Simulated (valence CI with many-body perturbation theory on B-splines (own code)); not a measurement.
## Dy LIII: electric-dipole lines

Calculated by configuration interaction combined with many-body perturbation theory (CI+MBPT): four valence electrons over a frozen Dirac-Fock core [Ne], radial functions for each j: 11 s, 11 p, 10 d, 8 f, 5 g, 2 h, with the one-electron correlation potential Σ1, the two-electron term Σ2, the three-electron term Σ3, Breit, model QED; selected CI, second order for the rest, scaled by the run's own slope (own B-spline code, finite nucleus).

No measured spectrum was set against this ion. As an estimate, large intervals hold to a few tenths of a per cent, small ones and those within an open d or f shell to about a per cent. Among the levels kept, up to 590 cm⁻¹ of a level comes from second order outside the variational space, and about a tenth of that is noise between levels of different J, which matters for small intervals.

Lines 101 to 150 of 567 in falling wavelength, among levels below 1191.7 eV, chosen from the strongest by gf and those to the six lowest levels. Wavelengths and rates use the calculated energies. Electric multipoles are in the length gauge, E1 and E2 with the static RPA response of the core. Weak lines are less certain than strong ones. Lines between different terms over intervals too small for the method are left out, as are lines whose strength nearly cancels. Where a level lies close to another of its J and parity, the split of strength between their lines is uncertain. The highest levels of a list are the least certain.

Levels are named by their leading jj configuration (3d3/2^4 stands for four electrons in 3d with j = 3/2), which in mixed levels can hold well under half, so a name can repeat and another be missing. Letters in brackets count levels of one name in rising energy.

```tsv
λ vac (nm)	Upper	Lower	A (s⁻¹)	S (a.u.) with core polarisation	S without
5.257	(3s^2 3d5/2^2) J=2	(3s^2 3p3/2 3d5/2) J=1	8.74e+10	3.13e-02	3.18e-02
5.247	(3s 3p1/2 3d5/2^2) J=2 [b]	(3s 3p1/2 3p3/2 3d5/2) J=2 [c]	4.40e+10	1.57e-02	1.59e-02
5.233	(3s 3p1/2 3d5/2^2) J=4 [a]	(3s 3p1/2 3p3/2 3d5/2) J=3 [b]	7.12e+10	4.54e-02	4.60e-02
5.216	(3s 3p1/2 3d5/2^2) J=1 [a]	(3s 3p1/2 3p3/2 3d5/2) J=0	6.64e+10	1.40e-02	1.42e-02
5.216	(3s 3p1/2 3d3/2 3d5/2) J=3 [d]	(3s 3p1/2 3p3/2 3d3/2) J=2 [e]	1.11e+11	5.43e-02	5.51e-02
5.194	(3s 3p3/2^2 3d5/2) J=1 [a]	(3s 3p3/2^3) J=2	8.07e+10	1.67e-02	1.70e-02
5.160	(3s 3p1/2^2 3d5/2) J=2	(3s 3p1/2^2 3p3/2) J=1	9.31e+10	3.16e-02	3.20e-02
5.139	(3s 3p1/2 3d3/2 3d5/2) J=1 [b]	(3s 3p1/2 3p3/2 3d3/2) J=1 [c]	9.47e+10	1.90e-02	1.93e-02
5.131	(3s 3p1/2 3d5/2^2) J=1 [a]	(3s 3p1/2 3p3/2 3d5/2) J=1 [c]	1.14e+11	2.28e-02	2.31e-02
5.125	(3s^2 3p3/2 3d5/2) J=2	(3s^2 3p3/2^2) J=2	8.54e+10	2.84e-02	2.88e-02
5.122	(3s 3p1/2 3d3/2 3d5/2) J=2 [d]	(3s 3p1/2 3p3/2 3d3/2) J=1 [d]	5.18e+10	1.72e-02	1.74e-02
5.085	(3s^2 3d5/2^2) J=2	(3s^2 3p3/2 3d5/2) J=3	4.57e+10	1.48e-02	1.50e-02
5.076	(3s 3p1/2 3d5/2^2) J=5	(3s 3p1/2 3p3/2 3d5/2) J=4 [b]	1.02e+11	7.21e-02	7.31e-02
5.071	(3s 3p1/2 3d5/2^2) J=4 [b]	(3s 3p1/2 3p3/2 3d5/2) J=4 [c]	6.69e+10	3.87e-02	3.93e-02
5.061	(3s^2 3d3/2 3d5/2) J=3	(3s^2 3p3/2 3d3/2) J=2	1.19e+11	5.35e-02	5.42e-02
5.054	(3s^2 3p1/2 3d5/2) J=2	(3s^2 3p1/2 3p3/2) J=2	2.34e+10	7.46e-03	7.57e-03
5.047	(3s 3p1/2 3d3/2 3d5/2) J=3 [b]	(3s 3p1/2 3p3/2 3d3/2) J=2 [c]	7.81e+10	3.47e-02	3.52e-02
5.040	(3s 3p1/2 3d5/2^2) J=4 [a]	(3s 3p1/2 3p3/2 3d5/2) J=3 [a]	1.27e+11	7.24e-02	7.35e-02
5.036	(3s^2 3p1/2 3d5/2) J=3	(3s^2 3p1/2 3p3/2) J=2	1.14e+11	5.03e-02	5.10e-02
5.034	(3s 3p1/2 3p3/2 3d5/2) J=2 [a]	(3s 3p1/2 3p3/2^2) J=2 [a]	9.55e+10	3.00e-02	3.05e-02
4.999	(3s 3p1/2 3d5/2^2) J=1 [b]	(3s 3p1/2 3p3/2 3d5/2) J=2 [d]	9.41e+10	1.74e-02	1.77e-02
4.999	(3p1/2^2 3d3/2 3d5/2) J=2	(3p1/2^2 3p3/2 3d3/2) J=1	5.26e+10	1.62e-02	1.64e-02
4.987	(3p1/2^2 3p3/2 3d5/2) J=2	(3s 3p1/2 3p3/2 3d3/2) J=2 [a]	4.81e+10	1.47e-02	1.49e-02
4.984	(3s 3p1/2 3d5/2^2) J=2 [b]	(3s 3p1/2 3p3/2 3d5/2) J=1 [b]	4.71e+10	1.44e-02	1.46e-02
4.982	(3s 3p1/2 3p3/2 3d5/2) J=0	(3s 3p1/2 3p3/2^2) J=1 [b]	2.42e+11	1.48e-02	1.50e-02
4.958	(3s 3p1/2 3p3/2 3d5/2) J=3 [b]	(3s 3p1/2 3p3/2^2) J=3	8.79e+10	3.70e-02	3.76e-02
4.958	(3s 3p3/2^2 3d5/2) J=1 [b]	(3s 3p3/2^3) J=1	2.43e+11	4.38e-02	4.44e-02
4.954	(3s 3p1/2 3d5/2^2) J=3 [b]	(3s 3p1/2 3p3/2 3d5/2) J=3 [c]	3.56e+10	1.49e-02	1.52e-02
4.946	(3s 3p1/2 3d3/2 3d5/2) J=2 [b]	(3s 3p1/2 3p3/2 3d3/2) J=2 [c]	9.06e+10	2.71e-02	2.75e-02
4.942	(3s 3p1/2 3d3/2 3d5/2) J=3 [c]	(3s 3p1/2 3p3/2 3d3/2) J=2 [d]	1.13e+11	4.70e-02	4.77e-02
4.942	(3s 3p1/2 3d3/2 3d5/2) J=4 [c]	(3s 3p1/2 3p3/2 3d3/2) J=3 [c]	3.95e+10	2.12e-02	2.15e-02
4.938	(3s 3p1/2 3d3/2 3d5/2) J=4 [c]	(3s 3p1/2 3p3/2 3d5/2) J=4 [a]	2.67e+10	1.43e-02	1.45e-02
4.919	(3p1/2^2 3d3/2 3d5/2) J=3	(3p1/2^2 3p3/2 3d3/2) J=2	8.24e+10	3.39e-02	3.44e-02
4.915	(3s 3p1/2 3p3/2 3d5/2) J=4 [b]	(3s 3p1/2 3p3/2^2) J=3	1.14e+11	6.01e-02	6.10e-02
4.912	(3s 3p1/2 3d3/2 3d5/2) J=3 [a]	(3s 3p1/2 3p3/2 3d3/2) J=2 [b]	1.48e+11	6.08e-02	6.16e-02
4.905	(3p1/2 3p3/2^2 3d5/2) J=1 [b]	(3p1/2 3p3/2^3) J=1	2.41e+11	4.20e-02	4.26e-02
4.900	(3s 3p1/2^2 3d5/2) J=3	(3s 3p1/2^2 3p3/2) J=2	1.14e+11	4.65e-02	4.71e-02
4.890	(3s^2 3p1/2 3d5/2) J=2	(3s^2 3p1/2 3p3/2) J=1	1.60e+11	4.63e-02	4.69e-02
4.888	(3p1/2^2 3d3/2 3d5/2) J=4	(3p1/2^2 3p3/2 3d3/2) J=3	1.24e+11	6.41e-02	6.50e-02
4.887	(3s^2 3d3/2 3d5/2) J=2	(3s^2 3p3/2 3d3/2) J=1	1.13e+11	3.25e-02	3.30e-02
4.881	(3p1/2^2 3p3/2 3d5/2) J=1	(3p1/2^2 3p3/2^2) J=0	9.53e+10	1.64e-02	1.67e-02
4.877	(3s 3p1/2 3p3/2 3d5/2) J=2 [b]	(3s 3p1/2 3p3/2^2) J=3	6.43e+10	1.84e-02	1.87e-02
4.876	(3s 3p1/2 3p3/2 3d5/2) J=2 [d]	(3s 3p1/2 3p3/2^2) J=1 [b]	2.25e+11	6.43e-02	6.52e-02
4.875	(3s 3p1/2 3d3/2 3d5/2) J=4 [a]	(3s 3p1/2 3p3/2 3d3/2) J=3 [a]	1.35e+11	6.96e-02	7.06e-02
4.873	(3p1/2 3p3/2^2 3d5/2) J=2 [c]	(3p1/2 3p3/2^3) J=1	1.49e+11	4.26e-02	4.32e-02
4.873	(3p1/2 3p3/2^2 3d5/2) J=2 [b]	(3p1/2 3p3/2^3) J=2	1.67e+11	4.77e-02	4.85e-02
4.870	(3s^2 3d3/2 3d5/2) J=2	(3s^2 3p3/2 3d3/2) J=2	6.56e+10	1.87e-02	1.90e-02
4.866	(3s^2 3p3/2 3d5/2) J=1	(3s^2 3p3/2^2) J=0	2.08e+11	3.54e-02	3.60e-02
4.863	(3s 3p1/2 3d5/2^2) J=2 [a]	(3s 3p1/2 3p3/2 3d5/2) J=3 [a]	4.92e+10	1.40e-02	1.42e-02
4.862	(3p1/2 3p3/2^2 3d5/2) J=3 [c]	(3p1/2 3p3/2^3) J=2	2.73e+11	1.08e-01	1.10e-01
```
